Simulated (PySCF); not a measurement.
## A small calculation by hand: refractive index and permittivity of the vapour

AlI2, SMILES [I][Al][I], multiplicity 2.

The structure is a stationary point at B3LYP-D3(BJ)/def2-SVP. The spin state was assumed, not searched. The isomer is the one that the SMILES or the coordinates give; other isomers of the formula were not compared. The def2 effective core potentials stand for the cores of I; spin–orbit coupling is left out.

CAM-B3LYP/def2-TZVPD in PySCF gives a mean static polarisability of 109.6 bohr³ and a dipole moment of 1.29 D. Take an ideal gas at 298.15 K and 1 bar, whether or not the substance is that volatile.

Q: Work out n − 1 in the optical limit and the static ε − 1.

A: 
Polarisability volume α' = 109.6 × 0.148185 = 16.24 Å³. Number density N = p/kT = 2.43e-5 Å⁻³.
Dilute limit of Lorentz–Lorenz: n − 1 = 2π N α' = 0.0025.
Orientation term of Debye: μ²/(3kT) = 8.098 Å³ × μ²(D²) = 13.48 Å³.
ε − 1 = 4π N (α' + μ²/3kT) = 0.0091. Orientation of the dipole supplies 45 % of the static response; it can't follow optical fields. Vibrational polarisation and dispersion are left out.
